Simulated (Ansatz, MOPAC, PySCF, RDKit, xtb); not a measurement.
Dimer: NH3 (SMILES N) (first 4 atoms) with H2S (SMILES S); geometry from B3LYP-D3(BJ)/def2-TZVP, rigid monomers moved along the line of their centres of mass till N1···H7 is 3.87 Å.
(charge 0, multiplicity 1):
```xyz
7

N      0.0062     0.1635     0.3251
H     -0.7772    -0.4607     0.1701
H     -0.1930     1.0317    -0.1588
H      0.8211    -0.2526    -0.1111
S      0.9742     1.1175     5.3748
H      0.0029     0.3076     5.8247
H      0.6960     0.8482     4.0734
```

```json
[
 {"level": "MMFF94", "interaction energy (meV)": "-33.2", "minus CCSD(T)/CBS(aug-cc-pV(D+d)Z, aug-cc-pV(T+d)Z)": "7.5", "cost": "-"},
 {"level": "AM1", "interaction energy (meV)": "-31.4", "minus CCSD(T)/CBS(aug-cc-pV(D+d)Z, aug-cc-pV(T+d)Z)": "9.3", "cost": "-"},
 {"level": "PM3", "interaction energy (meV)": "-22.8", "minus CCSD(T)/CBS(aug-cc-pV(D+d)Z, aug-cc-pV(T+d)Z)": "18.0", "cost": "-"},
 {"level": "PM7", "interaction energy (meV)": "-58.3", "minus CCSD(T)/CBS(aug-cc-pV(D+d)Z, aug-cc-pV(T+d)Z)": "-17.6", "cost": "-"},
 {"level": "GFN1-xTB", "interaction energy (meV)": "-15.6", "minus CCSD(T)/CBS(aug-cc-pV(D+d)Z, aug-cc-pV(T+d)Z)": "25.1", "cost": "-"},
 {"level": "HF/6-31G* (no counterpoise)", "interaction energy (meV)": "-45.3", "minus CCSD(T)/CBS(aug-cc-pV(D+d)Z, aug-cc-pV(T+d)Z)": "-4.6", "cost": "-"},
 {"level": "PBE/def2-TZVPPD", "interaction energy (meV)": "-39.6", "minus CCSD(T)/CBS(aug-cc-pV(D+d)Z, aug-cc-pV(T+d)Z)": "1.1", "cost": "×1"},
 {"level": "PBE-D3(BJ)/def2-TZVPPD", "interaction energy (meV)": "-44.5", "minus CCSD(T)/CBS(aug-cc-pV(D+d)Z, aug-cc-pV(T+d)Z)": "-3.8", "cost": "×1"},
 {"level": "BP86/6-31G* (no counterpoise)", "interaction energy (meV)": "-46.0", "minus CCSD(T)/CBS(aug-cc-pV(D+d)Z, aug-cc-pV(T+d)Z)": "-5.3", "cost": "-"},
 {"level": "r2SCAN-D4/def2-TZVPPD", "interaction energy (meV)": "-39.8", "minus CCSD(T)/CBS(aug-cc-pV(D+d)Z, aug-cc-pV(T+d)Z)": "0.9", "cost": "×2"},
 {"level": "B3LYP/3-21G (no counterpoise)", "interaction energy (meV)": "-51.0", "minus CCSD(T)/CBS(aug-cc-pV(D+d)Z, aug-cc-pV(T+d)Z)": "-10.3", "cost": "-"},
 {"level": "B3LYP/6-311+G** (no counterpoise)", "interaction energy (meV)": "-42.3", "minus CCSD(T)/CBS(aug-cc-pV(D+d)Z, aug-cc-pV(T+d)Z)": "-1.5", "cost": "-"},
 {"level": "M06-2X/6-31G* (no counterpoise)", "interaction energy (meV)": "-53.1", "minus CCSD(T)/CBS(aug-cc-pV(D+d)Z, aug-cc-pV(T+d)Z)": "-12.4", "cost": "-"},
 {"level": "wB97X-V/def2-TZVPPD", "interaction energy (meV)": "-41.7", "minus CCSD(T)/CBS(aug-cc-pV(D+d)Z, aug-cc-pV(T+d)Z)": "-1.0", "cost": "×4"},
 {"level": "wB97M-V/def2-TZVPPD", "interaction energy (meV)": "-40.3", "minus CCSD(T)/CBS(aug-cc-pV(D+d)Z, aug-cc-pV(T+d)Z)": "0.4", "cost": "×4"},
 {"level": "MP2/aug-cc-pV(T+d)Z", "interaction energy (meV)": "-41.4", "minus CCSD(T)/CBS(aug-cc-pV(D+d)Z, aug-cc-pV(T+d)Z)": "-0.7", "cost": "-"},
 {"level": "SCS-MP2/aug-cc-pV(T+d)Z", "interaction energy (meV)": "-38.8", "minus CCSD(T)/CBS(aug-cc-pV(D+d)Z, aug-cc-pV(T+d)Z)": "1.9", "cost": "-"},
 {"level": "CCSD(T)/aug-cc-pV(D+d)Z", "interaction energy (meV)": "-39.7", "minus CCSD(T)/CBS(aug-cc-pV(D+d)Z, aug-cc-pV(T+d)Z)": "1.0", "cost": "×4"},
 {"level": "CCSD(T)/aug-cc-pV(T+d)Z", "interaction energy (meV)": "-40.1", "minus CCSD(T)/CBS(aug-cc-pV(D+d)Z, aug-cc-pV(T+d)Z)": "0.6", "cost": "×50*"},
 {"level": "CCSD(T)/CBS(aug-cc-pV(D+d)Z, aug-cc-pV(T+d)Z)", "interaction energy (meV)": "-40.7", "minus CCSD(T)/CBS(aug-cc-pV(D+d)Z, aug-cc-pV(T+d)Z)": "0.0", "cost": "×50*"}
]
```

 The comparison column counts from a level with limits of its own.

The rows run from -58.3 (PM7) to -15.6 meV (GFN1-xTB). From aug-cc-pV(D+d)Z to aug-cc-pV(T+d)Z CCSD(T) changes by -0.4. The dispersion term adds -4.9 in PBE-D3(BJ). The 3 functionals in def2-TZVPPD without D3 or D4 span 2.1, from wB97X-V to PBE.

Monomers are frozen at their geometry in the pair; levels with a basis set take the counterpoise correction. Rows marked so take none.

Frozen-core correlation. CBS(a, b) extrapolates the correlation energy as X⁻³ and adds the Hartree–Fock energy of set b. Rows in 3-21G, 6-311+G**, 6-31G* carry no dispersion term and start afresh at each structure (6-31G* with six Cartesian d functions). The state that AM1, PM3, PM7 reach isn't checked; PM7 holds dispersion and hydrogen-bond terms.

The values were computed with Ansatz (Gaussian orbitals); MOPAC for AM1, PM3, PM7 (differences of heats of formation); PySCF for 3-21G rows, 6-311+G** rows, 6-31G* rows, the dispersion terms; RDKit for the force fields; xtb for the GFN methods. Each number belongs to the level named beside it.

Costs are rough ratios of core time to PBE/def2-TZVPPD (about 3 s over the structures, on one shared machine); a dash marks a level with no comparable run of its own. A star marks coupled-cluster runs past 200 virtual orbitals, where the program's memory plan changes under this machine's limit, so their costs aren't comparable with smaller runs.

Ansatz is a first-principles code.
